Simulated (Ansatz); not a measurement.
(LiF)4 cube (Li₄F₄). Total charge 0; singlet. Geometry PBE-D4/def2-SVP, basis def2-TZVP, Ansatz.

```json
{"run": "A", "HOMO (eV)": "-9.00", "LUMO (eV)": "-0.47"}
{"run": "B", "HOMO (eV)": "-9.42", "LUMO (eV)": "-0.17"}
{"run": "C", "HOMO (eV)": "-9.15", "LUMO (eV)": "-0.47"}
{"run": "D", "HOMO (eV)": "-7.85", "LUMO (eV)": "-0.08"}
{"run": "E", "HOMO (eV)": "-7.43", "LUMO (eV)": "-0.77"}
```

B3LYP takes the VWN-RPA correlation. HSE06 is defined as in plane-wave codes, on full-range PBE exchange.

The runs used B3LYP, HSE06, PBE, PBE0, r2SCAN. Estimate which is which.

A HSE06 (range-separated); B PBE0 (25 % exact exchange); C B3LYP (20 % exact exchange); D r2SCAN (0 % exact exchange); E PBE (0 % exact exchange). Exact exchange lowers occupied and raises empty levels; among semilocal functionals meta-GGAs tend to open the gap a little, and such runs are hard to tell apart. The gap grows from 6.66 eV (PBE) to 9.25 eV (PBE0).
